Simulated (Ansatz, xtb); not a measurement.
Isomers of C6H6O2S in order of energy

6 gas-phase structures of C6H6O2S, from a drawn sample of its isomers (lower ones may exist). Each was relaxed with GFN2-xTB; where two conformers were screened, the lower at r2SCAN-D4/def2-SVP is listed:

A. `COC(=O)c1ccsc1`, a singlet
B. `O=C1C=CSC=C1CO`, a singlet
C. `CC(=O)c1sccc1O`, a singlet
D. `Cc1csc(OC=O)c1`, a singlet
E. `CSC1=COC(=O)C=C1`, a singlet
F. `CSc1ccoc1C=O`, a singlet

Make a reasoned guess at their ranking by r2SCAN-D4/def2-SVP single-point energy.

Calculated order at r2SCAN-D4/def2-SVP: C (0.000), A (0.194), D (0.687), E (0.810), B (0.936), F (1.209) eV.

Energies above the lowest of each column, in eV; the last columns are at B3LYP/def2-SVP geometries and were run for some of them only (a dash: not run or not comparable):

```csv
structure,GFN2-xTB,HF/STO-3G,r2SCAN-D4/def2-SVP,B3LYP/def2-SVP,CCSD(T)/def2-SVP + ΔMP2/def2-TZVPP
C,0.000,0.225,0.000,0.000,0.000
A,0.021,0.000,0.194,0.104,0.053
D,0.123,0.221,0.687,0.560,0.555
E,0.409,0.559,0.810,0.674,–
B,0.976,1.083,0.936,–,–
F,0.698,0.582,1.209,–,–
```

CCSD(T)/def2-SVP + ΔMP2/def2-TZVPP puts C lowest of those it was run on; HF/STO-3G picks A. Flexible structures stand in one conformer each, not always the lowest. Frequencies (GFN2-xTB) were run for A, C, D alone. ΔMP2 is the change of the MP2 energy from the smaller to the larger basis.

Over these structures GFN2-xTB departs from r2SCAN-D4/def2-SVP by 0.224 eV on average once a common shift is removed. A GFN2-xTB relaxation took about 0.07 s and the r2SCAN-D4/def2-SVP energy about 2 s on a shared host (Ansatz 0.2.0, xtb 6.7.1).
